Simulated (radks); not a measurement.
Task: Successive ionisation energies (eV) of one element, from differences of total energies of ions in their ground configurations, starting at charge 5: 96.986, 114.30, 132.16, 153.13, 172.20, 216.77, 237.72, 426.91, 475.01, 524.80, 576.27, 629.36, 684.05. Method: Dirac Kohn-Sham, PBE, spin-unpolarised, spherical densities, point nucleus; open shells fill j = l - 1/2 first; computed with a radial shooting solver on a logarithmic mesh with Libxc functionals. Which element is it?

Result: Zirconium (Z = 40). The first species listed is Zr5+ in [Ar] 3d10 4s2 4p5, the last Zr17+ in [Ar] 3d5.
